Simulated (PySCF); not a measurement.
H7N3OSi. Atoms are numbered in the order given.

```xyz
12

N     -1.0737     1.2537    -0.4792
Si    -0.0141    -0.0088     0.0029
N      1.5604     0.5736     0.4424
N      0.0389    -1.0920    -1.3405
O     -0.6005    -0.7632     1.3783
H     -1.4994     1.9020     0.1720
H     -1.1058     1.5804    -1.4374
H      1.9911     1.2955    -0.1275
H      2.2654    -0.0675     0.7956
H     -0.8210    -1.5561    -1.6210
H      0.8219    -1.7352    -1.4082
H     -0.3315    -0.3372     2.2007
```

Coordinates come from a B3LYP-D3(BJ)/def2-SVP optimisation. Other conformers were not sampled.

All values below come from HF/def2-TZVP (PySCF).

Isolated molecule, no solvent.

Computed frontier levels, gap, dipole moment and polarisability:
| Quantity | Result |
|---|---|
| highest occupied level | -10.83 eV |
| lowest empty level | 3.26 eV |
| orbital gap | 14.09 eV |
| dipole moment | 1.61 D |
| quadrupole, principal values (traceless, Buckingham form, about the centre of nuclear charge) | -6.26, 0.75, 5.51 D·Å |
| mean static polarisability | 44.5 bohr³ (6.59 Å³) |
| polarisability, principal values | 42.2, 45.1, 46.2 bohr³ |
